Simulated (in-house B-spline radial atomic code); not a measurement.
Radial electron density of the krypton ion Kr⁵⁺, [Ar] 3d10 4s2 4p1. Computed with an all-electron radial atomic-structure program (B-spline basis): scalar-relativistic (X2C) B97-1, spin-polarised, spherical fractional occupations, exact exchange averaged over the configuration, Fermi nucleus of rms radius 4.1884 fm.

One-electron X2C: radii and densities carry no picture-change correction, so inner-shell <1/r> comes out high (for 1s by about 2 % at Z = 33, 5 % at 54, 10 % at 75, 30 % at 118) and <r> low.

Columns: r (bohr), 4πr²n(r) (electrons per bohr), bar.

```
 0.00148     1.27 #
 0.00179    1.754 #
 0.00218     2.44 ##
 0.00265    3.366 ###
 0.00322     4.61 ####
 0.00392    6.283 #####
 0.00476    8.445 #######
 0.00579    11.24 #########
 0.00704    14.74 ############
 0.00856    18.98 ################
  0.0104    23.88 ####################
  0.0126    29.19 ########################
  0.0154    34.81 #############################
  0.0187    39.71 #################################
  0.0227     43.3 ####################################
  0.0276    44.88 #####################################
  0.0336    44.05 ####################################
  0.0408    41.31 ##################################
  0.0496    38.11 ###############################
  0.0604    36.63 ##############################
  0.0734    38.76 ################################
  0.0892    44.41 #####################################
   0.108    50.72 ##########################################
   0.132    53.52 ############################################
    0.16    49.52 #########################################
   0.195    40.19 #################################
   0.237    31.88 ##########################
   0.288    29.99 #########################
    0.35    33.84 ############################
   0.426    37.02 ##############################
   0.517    33.84 ############################
   0.629    24.66 ####################
   0.765     14.6 ############
    0.93    7.846 ######
    1.13    4.742 ####
    1.37    3.341 ###
    1.67    2.115 ##
    2.03   0.9976 #
    2.47   0.3137 
       3  0.06251 
    3.65 0.007048 
    4.44 0.0004096 
    5.39 1.16e-05
```

On this grid the curve has 3 maxima, near 0.0276, 0.132, 0.426 bohr.

The 4s down radial function P(r) = rR(r), positive near the nucleus:

```json
{"r (bohr)": "0.000556", "P": "0.01639"}
{"r (bohr)": "0.000821", "P": "0.02307"}
{"r (bohr)": "0.00121", "P": "0.03229"}
{"r (bohr)": "0.00179", "P": "0.04507"}
{"r (bohr)": "0.00265", "P": "0.06236"}
{"r (bohr)": "0.00392", "P": "0.085"}
{"r (bohr)": "0.00579", "P": "0.1132"}
{"r (bohr)": "0.00856", "P": "0.1455"}
{"r (bohr)": "0.0126", "P": "0.1763"}
{"r (bohr)": "0.0187", "P": "0.1944"}
{"r (bohr)": "0.0276", "P": "0.1773"}
{"r (bohr)": "0.0408", "P": "0.0976"}
{"r (bohr)": "0.0604", "P": "-0.05917"}
{"r (bohr)": "0.0892", "P": "-0.2457"}
{"r (bohr)": "0.132", "P": "-0.3184"}
{"r (bohr)": "0.195", "P": "-0.1051"}
{"r (bohr)": "0.288", "P": "0.3245"}
{"r (bohr)": "0.426", "P": "0.4998"}
{"r (bohr)": "0.629", "P": "0.02659"}
{"r (bohr)": "0.93", "P": "-0.729"}
{"r (bohr)": "1.37", "P": "-0.963"}
{"r (bohr)": "2.03", "P": "-0.5406"}
{"r (bohr)": "3", "P": "-0.1192"}
{"r (bohr)": "4.44", "P": "-0.007252"}
```
